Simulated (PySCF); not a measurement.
**The second ionisation energy along the 4p block**

Calculated with PySCF 2.14 from differences of total energies of unrestricted determinants, without spin-orbit coupling. Values in eV. The last column holds reference values (NIST; (s) semi-empirical, (t) theoretical, else measured). Unmarked ones compare directly (S terms, centres of terms, or small fine structure); those marked * lie between the lowest fine-structure levels and include a spin-orbit shift.

```tsv
element	configurations	UHF	CCSD (valence and next inner shell)	CCSD(T) (valence and next inner shell)	LDA	PBE0	SCS-MP2 (valence)	reference
Ga (def2-TZVPPD, non-relativistic)	[Ar] 3d10 4s2 → [Ar] 3d10 4s1	18.445	19.791	19.863	20.774	20.090	19.311	20.515
Ge (def2-TZVPPD, non-relativistic)	[Ar] 3d10 4s2 4p1 → [Ar] 3d10 4s2	15.218	15.614	15.640	15.876	15.786	15.439	15.789
As (def2-TZVPPD, non-relativistic)	[Ar] 3d10 4s2 4p2 → [Ar] 3d10 4s2 4p1	17.971	18.434	18.464	18.661	18.560	18.270	18.589 *
Se (def2-TZVPPD, non-relativistic)	[Ar] 3d10 4s2 4p3 → [Ar] 3d10 4s2 4p2	20.836	21.335	21.368	21.467	21.400	21.190	21.196 ± 0.01 *
Br (def2-TZVPPD, non-relativistic)	[Ar] 3d10 4s2 4p4 → [Ar] 3d10 4s2 4p3	20.251	21.075	21.104	21.650	21.396	20.997	21.409
Kr (def2-TZVPPD, non-relativistic)	[Ar] 3d10 4s2 4p5 → [Ar] 3d10 4s2 4p4	23.234	24.076	24.109	24.609	24.349	24.048	24.360 *
```

| method | elements | mean error (eV) | mean absolute error (eV) | largest error (eV) |
| --- | --- | --- | --- | --- |
| UHF | 3 | -1.266 | 1.266 | -2.070 |
| CCSD (valence and next inner shell) | 3 | -0.411 | 0.411 | -0.724 |
| CCSD(T) (valence and next inner shell) | 3 | -0.368 | 0.368 | -0.652 |
| LDA | 3 | 0.196 | 0.196 | 0.259 |
| PBE0 | 3 | -0.147 | 0.147 | -0.425 |
| SCS-MP2 (valence) | 3 | -0.655 | 0.655 | -1.204 |

Errors include the incompleteness of the basis and the frozen core.

"Valence" correlates the outer s and p shells and, in groups 3 to 12 and the f block, the outer d or f shell, open or full, or the next shell where the ion has no valence electron left; the wider scheme adds the next inner shell.
